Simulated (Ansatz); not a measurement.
`C=NB[SiH3]` + H₂Se → `C=NB[SeH]` + SiH₄ at 700 K and 1 bar (cleavage of the B–Si bond).

Computed with Ansatz on PBE0-D4/def2-TZVP structures; ΔE is electronic, products minus reactants. CBS: MP2 limit from def2 TZ/QZ plus the TZ coupled-cluster correction, frozen cores. This one scheme is used for every species. For Se outer-core shells are correlated without core-valence functions, which leaves a few kJ/mol of doubt a bond. Scalar relativity is left out up to krypton. Each species was taken in one conformer, which may not be the lowest.

```csv
species,CCSD(T)/CBS energy (Eh),H − E (kJ/mol),S (J/(mol·K))
`C=NB[SiH3]`,-410.21746,250.2,430.1
H₂Se,-2401.89790,61.1,251.1
`C=NB[SeH]`,-2520.67685,196.5,409.3
SiH₄,-291.46306,115.5,252.9
```

H − E and S are ideal-gas, rigid-rotor, harmonic terms from PBE0-D4/def2-TZVP, for one conformer and one mirror image of each species. 1 Eh = 2625.50 kJ/mol, R = 8.31446 J/(mol·K).

Problem. By hand: ΔE, ΔH, ΔS and ΔG.

Solution. ΔE = (-2520.67685) + (-291.46306) − (-410.21746) − (-2401.89790) = -0.02455 Eh = -64.5 kJ/mol. Δ(H − E) = 196.5 + 115.5 − 250.2 − 61.1 = 0.7, so ΔH = -63.8 kJ/mol. ΔS = 409.3 + 252.9 − 430.1 − 251.1 = -19.0 J/(mol·K). ΔG = -63.8 − 700 × (-19.0)/1000 = -50.5 kJ/mol.

Problem. By hand: the equilibrium constant, and the temperature at which ΔG would vanish if ΔH and ΔS stayed fixed.

Solution. log₁₀ K = −ΔG/(RT ln 10) = 3.8. ΔG = 0 at ΔH/ΔS = 3358 K, far beyond where these terms or the molecules hold.

ΔH outweighs TΔS. A doubt of 5 kJ/mol in ΔE shifts log₁₀ K by 0.4 here. Other conformers and mirror images would add mixing entropy, several J/(mol·K) or more a flexible species. These are equilibria of isolated gas molecules and say nothing of rates. Largest T1 diagnostic: 0.017 (customary marks: 0.02 for closed shells, 0.045 for open ones).
